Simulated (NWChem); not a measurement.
# GaH2OCl; SMILES [OH][GaH][Cl]

```xyz
5

Ga    -0.3665     0.4053     0.0000
H     -1.8788     0.7873     0.0000
Cl     0.2606    -1.6603     0.0000
O      1.0132     1.5503     0.0000
H      0.7040     2.4704     0.0000
```
Atoms are numbered in this order, from 1.

Computed with NWChem. All runs use the structure optimised with B3LYP/6-31G* (spherical d). Ions are spin-unrestricted doublets at the neutral geometry; other ion states weren't tried.

Question: Predict the results for PBE/def2-SVP. Quantities: −ε(HOMO) (eV).

Answer: 
```
Quantity       Value
-------------  -----
−ε(HOMO) (eV)   7.20
```
